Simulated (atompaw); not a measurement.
# indium (In): one change to a PAW (atompaw) potential, before and after

```json
{"Element": "In (Z = 49)", "Generator": "atompaw 4.2.0.5", "Type": "PAW", "Functional": "PBE", "Relativity": "scalar-relativistic", "Frozen core": "[Kr]", "Valence charge": "13", "Reference configuration": "4d10 5s2 5p0 (charge +1)", "Partial waves": "5s (bound): rc 2.50 bohr; 5s channel at -0.3 Ry: rc 2.60 bohr; 5p (bound, empty): rc 2.60 bohr; 5p channel at 4.55 Ry: rc 2.60 bohr; 4d (bound): rc 2.60 bohr; 4d channel at 1.25 Ry: rc 1.05 bohr", "Local potential": "bessel scheme, radius 1.80 bohr", "Core correction": "smooth core density matched at 2.05 bohr", "Augmentation charge": "sinc compensation charge, radius 2.45 bohr; PAW radius 2.60 bohr; waves and projectors: custom rrkj gramschmidtortho"}
```

Change: wave 4d (bound): rc 2.60 bohr becomes 4d (bound): rc 1.50 bohr.

Cutoffs: the cutoffs (Ry, on a coarse ladder) from which the occupation-weighted sum of valence levels, in a spherical-Bessel basis at the reference potential, stays within 10 and 1 mRy of its value at 400 Ry; they do not see the model core or the augmentation charge, which bear on the density cutoff.

Problem. What does the change do?

Solution. The potential gets harder (15 Ry and 25 Ry → 50 Ry and 100 Ry); neither file shows a bound ghost.

```csv
quantity,base,changed
"cutoff, loose",15 Ry,50 Ry
"cutoff, tight",25 Ry,100 Ry
loose cutoff by channel (10 mRy a level),"s 6 Ry, d 12 Ry","s 6 Ry, d 40 Ry"
bound ghosts,none,none
s: phases at 2.61 bohr within 0.05 rad from the reference energy up to (Ry; the scan ends near 5),2.7,2.7
p: phases at 2.61 bohr within 0.05 rad from the reference energy up to (Ry; the scan ends near 5),to the end of the scan,to the end of the scan
d: phases at 2.61 bohr within 0.05 rad from the reference energy up to (Ry; the scan ends near 5),to the end of the scan,to the end of the scan
lowest overlap eigenvalue by channel,"s 0.10, p 0.81, d 0.72","s 0.10, p 0.81, d 0.33"
```

 The cutoffs see the waves, projectors and local potential, not the compensation charge or the core.
